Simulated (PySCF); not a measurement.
# From a computed spectrum to the compound

A species of 7 atoms with charge 0 has these harmonic modes (PBE0, small Gaussian bases with core potentials, PySCF 2.14.0):

```csv
cm⁻¹,km/mol,symmetry
35,15.9,a
61,5.0,e
61,5.0,e
152,59.9,a
192,0.0,e
192,0.0,e
298,0.0,a
319,52.8,e
319,52.8,e
376,0.0,a
434,36.7,e
434,36.7,e
2686,2.4,e
2686,2.4,e
2686,0.0,a
```

**Question.** Which species is it, and in which structure?

**Answer.** Lu(SH)3 (singlet in the valence; each metal's 4f electrons, 14 of them, lie in its core potential, out of spins and levels):
```xyz
7

Lu    0.0000    0.0000   -0.0042
S     2.4847   -0.4378    0.0058
H     2.8028    0.8786    0.0568
S    -0.8632    2.3707    0.0058
H    -2.1623    1.9880    0.0568
S    -1.6215   -1.9329    0.0058
H    -0.6405   -2.8666    0.0568
```
Ideal gas at 298.15 K and 1 bar: S = 411.2 J/(mol K), Cp = 120.3 J/(mol K), H − H(0 K) = 26.7 kJ/mol (rigid rotor, harmonic modes, spin degeneracy alone, that of the 4f electrons in the core included; the modes under 60 cm⁻¹ make these uncertain). An lcecp potential fixes the number of 4f electrons, so in runs with it no electron can move into or out of that shell.
 The answer isn't unique; the calculation gave this one.
